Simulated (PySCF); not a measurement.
Identify the unknown among the candidates.

All candidates are C5H7OP.

* UV, strongest line: among the 8 lowest singlet transitions: S4 at 6.41 eV (193 nm, f = 0.170) [TDDFT PBE0/def2-SVPD]
* Dipole: 1.16 D [PBE0/def2-SVPD]
* Polarisability: 84.8 au [PBE0/def2-SVPD]
* 1H NMR: chemical shifts (computed TMS as zero) by class: 7.55 (1 H), 7.53 (1 H), 6.67 (1 H), 4.29 (1 H), 1.34 (3 H) ppm [GIAO PBE0/pcSseg-1]
* UV, first state: lowest singlet excitation: 5.64 eV (220 nm, f = 0.016) [TDDFT PBE0/def2-SVPD]
* Rotational structure: rotational constants A, B, C: 5.520, 1.374, 1.248 GHz [GFN2-xTB]
* NMR, other nuclei: isotropic shieldings of nuclei other than C and H, by class: 28 (1 O), 442 (1 P) ppm [GIAO PBE0/pcSseg-1]
* 13C NMR: chemical shifts (computed TMS as zero) by class: 149.0 (1 C), 146.8 (1 C), 127.5 (1 C), 119.9 (1 C), 12.2 (1 C) ppm [GIAO PBE0/pcSseg-1]

Gas-phase values; electronic properties from PySCF, density fitting. Levels stand in brackets. Isolated species at its GFN2-xTB geometry (one conformer only). NMR classes are plain means over equivalent atoms (diastereotopic ones count apart unless rotation or inversion swaps them), as if these changed places fast.

Problem. Which candidate is it?
A. `CPc1ccco1`
B. `CC1=CC=C[P@H]1=O`
C. `CPc1ccoc1`

Solution. C. It is `CPc1ccoc1`. Numbering: `[CH3:1][PH:2][c:3]1[cH:4][cH:5][o:6][cH:7]1`. 5 carbons fall into 5 classes; from least to most shielded: aromatic CH next to a ring oxygen [C5] (149.0 ppm), aromatic CH next to a ring oxygen [C7] (146.8 ppm), substituted aromatic carbon [C3] (127.5 ppm), aromatic CH carbon [C4] (119.9 ppm), chain sp3 carbon bound to phosphorus [C1] (12.2 ppm). Hydrogen classes from least to most shielded: 1 H on an aromatic CH next to a ring oxygen, C5 (7.55 ppm), 1 H on an aromatic CH next to a ring oxygen, C7 (7.53 ppm), 1 H on an aromatic CH carbon, C4 (6.67 ppm), 1 H on a phosphine phosphorus, P2 (4.29 ppm), 3 H on an sp3 carbon bound to phosphorus, C1 (1.34 ppm, a mean of values up to 0.5 ppm apart in this geometry). The other shieldings belong to: 28 ppm, furan-type oxygen [O6]; 442 ppm, phosphine phosphorus [P2]. The optimised geometry has point group C1 and is an asymmetric top.

The others, at the same levels:
- `CC1=CC=C[P@H]1=O` fails: its computed 13C shifts are 152.0 (1 C), 148.9 (1 C), 140.4 (1 C), 133.5 (1 C), 16.3 (1 C) ppm, 1H shifts are 7.39 (1 H), 6.89 (1 H), 6.51 (1 H), 6.27 (1 H), 2.28 (3 H) ppm and rotational constant A is 2.851 GHz (against 5.520 GHz).
- `CPc1ccco1` fails: its computed 13C shifts are 160.0 (1 C), 151.0 (1 C), 121.3 (1 C), 117.4 (1 C), 10.6 (1 C) ppm, 1H shifts are 7.67 (1 H), 6.80 (1 H), 6.60 (1 H), 4.32 (1 H), 1.37 (3 H) ppm and smallest rotational constant is 1.313 GHz (against 1.248 GHz).

Each candidate is one conformer, not necessarily the lowest. The conformers computed, where there is a choice (atom-mapped SMILES and torsion angles):
- `[CH3:1][PH:2][c:3]1[cH:4][cH:5][o:6][cH:7]1`: C1–P2–C3–C4 -72°
- `[CH3:1][PH:2][c:3]1[cH:4][cH:5][cH:6][o:7]1`: C1–P2–C3–C4 -112°
